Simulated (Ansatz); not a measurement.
`[SiH3][S][SnH3]` → `S[SiH2][SnH3]`  (isomerisation)

Calculated with Ansatz (gas phase, PBE0-D4/def2-TZVP geometries, no zero-point term in ΔE). CCSD(T)/CBS is the MP2 limit (def2-TZVPP, def2-QZVPP) plus CCSD(T) − MP2 in def2-TZVPP, frozen cores. DFT in def2-TZVPP. def2 core potentials past Kr. For Sn outer-core shells are correlated without core-valence functions, which leaves a few kJ/mol of doubt a bond. Each species was taken in one conformer, which may not be the lowest.

`[SiH3][S][SnH3]`:

Cartesian coordinates in Å:
```
Si 0.917 0.700 1.268
S -0.120 1.466 -0.426
Sn -0.940 -0.615 -1.318
H -0.003 -0.025 2.185
H 1.506 1.865 1.973
H 1.997 -0.239 0.864
H -1.815 -0.184 -2.711
H -1.934 -1.356 -0.148
H 0.392 -1.612 -1.688
```

`S[SiH2][SnH3]`:

Z-matrix (Å, degrees):
```
Si
Sn 1 2.564
S 1 2.145 2 111.0
H 1 1.485 2 111.1 3 115.3
H 1 1.488 2 110.6 3 -124.2
H 2 1.709 1 109.1 3 53.2
H 2 1.709 1 111.9 3 172.9
H 2 1.706 1 110.4 3 -65.8
H 3 1.344 1 95.0 2 -54.3
```

```json
{"species": "`[SiH3][S][SnH3]`", "LDA (SPW92) energy (Eh)": "-902.70602"}
{"species": "`S[SiH2][SnH3]`", "LDA (SPW92) energy (Eh)": "-902.69629"}
```

Question: Work out ΔE.

Answer: ΔE = (-902.69629) − (-902.70602) = 0.00973 Eh = +25.5 kJ/mol. CCSD(T)/CBS gives +42.2 kJ/mol.

Largest T1 diagnostic among the species: 0.013.

Leaving LDA and LC-ωPBE aside and taking each functional with its dispersion term where it has one, the values, not all of them listed here, spread over 13.1 kJ/mol, from PBE-D4 to BHLYP-D4. LDA lies −4.0 kJ/mol from PBE without D4. From PBE to PBE0 (25 % exact exchange), in def2-TZVPP and without D4, ΔE moves by +3.6 kJ/mol.
